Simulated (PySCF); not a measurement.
In(Me)(OH)2 (CH5InO2), SMILES [CH3][In]([OH])[OH].

The structure is a stationary point at B3LYP-D3(BJ)/def2-SVP. The def2 effective core potentials stand for the cores of In; spin–orbit coupling is left out. Other conformers were not sampled.

Method: B3LYP-D3(BJ)/def2-SVP run with PySCF.

Frequencies are harmonic and unscaled.

Computed vibrational spectrum:
| mode | ν (cm⁻¹) | IR (km/mol) | Raman (Å⁴/amu) | depolarisation | moving atoms (share of kinetic energy) |
|---|---|---|---|---|---|
| 1 | 11 | 0.1 | 0.1 | 0.75 | H 97 % |
| 2 | 103 | 4.8 | 3.2 | 0.73 | C 36 %, O 28 %, H 22 %, In 14 % |
| 3 | 127 | 13.6 | 0.0 | – | O 40 %, In 29 %, C 18 %, H 13 % |
| 4 | 144 | 20.5 | 2.3 | 0.73 | O 76 %, H 12 %, In 11 % |
| 5 | 267 | 96.5 | 0.8 | 0.75 | H 93 % |
| 6 | 337 | 98.1 | 0.5 | 0.75 | H 91 %, O 9 % |
| 7 | 491 | 1.5 | 39.7 | 0.16 | C 70 %, H 16 %, O 9 % |
| 8 | 588 | 78.1 | 8.6 | 0.32 | O 82 %, In 15 % |
| 9 | 600 | 69.4 | 10.5 | 0.21 | O 83 %, In 14 % |
| 10 | 722 | 24.4 | 0.2 | 0.73 | H 85 %, C 14 % |
| 11 | 728 | 36.0 | 1.1 | 0.51 | H 88 %, C 11 % |
| 12 | 780 | 55.5 | 0.7 | 0.56 | H 91 % |
| 13 | 813 | 102.6 | 2.9 | 0.74 | H 92 % |
| 14 | 1182 | 1.4 | 14.7 | 0.15 | H 83 %, C 17 % |
| 15 | 1432 | 1.1 | 9.6 | 0.75 | H 95 % |
| 16 | 1436 | 2.2 | 8.2 | 0.75 | H 95 % |
| 17 | 3053 | 5.1 | 138.9 | 0.00 | H 98 % |
| 18 | 3162 | 1.7 | 94.0 | 0.75 | H 90 %, C 10 % |
| 19 | 3172 | 1.2 | 96.8 | 0.75 | H 90 %, C 10 % |
| 20 | 3819 | 43.2 | 158.6 | 0.27 | H 94 % |
| 21 | 3827 | 31.9 | 141.1 | 0.26 | H 94 % |
